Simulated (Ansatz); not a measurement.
The first iterations of a band of ClF3Ge + H2 (7 atoms, charge 0, multiplicity 1).

Computed with RKS PBE-D4/def2-SVP in Ansatz 0.2.0.

```yaml
movable_images: 5
climbing_image: yes
spring: 5.0 eV/Å²
optimiser: quadratic models (default)
start_path: through a guess of the saddle point
force_threshold: 0.05 eV/Å
iteration_limit: 60
end_points: relaxed
```

Initial state:

```xyz
7
Properties=species:S:1:pos:R:3
Ge 0.416 0.000 0.053
Cl 0.630 0.000 2.164
F 1.961 0.000 -0.717
F -0.437 1.395 -0.498
F -0.438 -1.395 -0.498
H -2.826 0.000 0.902
H -2.556 0.000 1.622
```

Final state:

```xyz
7
Properties=species:S:1:pos:R:3
Ge -0.286 0.000 -0.685
Cl -0.564 0.000 3.000
F 1.122 0.000 0.329
F -0.137 1.390 -1.713
F -0.137 -1.390 -1.713
H -1.599 0.000 0.099
H -1.650 0.000 3.712
```

| iteration | highest image above the first end (eV) | largest band force component (eV/Å) |
| --- | --- | --- |
| 1 | 3.420 | 11.201 |
| 2 | 2.008 | 4.441 |
| 3 | 2.085 | 1.582 |
| 4 | 1.757 | 1.491 |
| 5 | 1.460 | 2.171 |

Does the band converge within its limit, and where does its top end?

The forces met the threshold. It ended after 17 iterations with the highest image 1.857 eV above the first end. Neighbouring images differ by up to 1.2 eV, so the band resolves the path poorly. A vibrational analysis at the climbing image gives one clearly imaginary mode, 1008i cm⁻¹: a first-order saddle point. The orbitals stay closed-shell, which can raise the energy where a bond breaks towards radicals; this wasn't checked here.

Time of the run: 2.4 min on 2 threads of Arm Neoverse V1, on a shared host, peak memory 0.15 GiB.
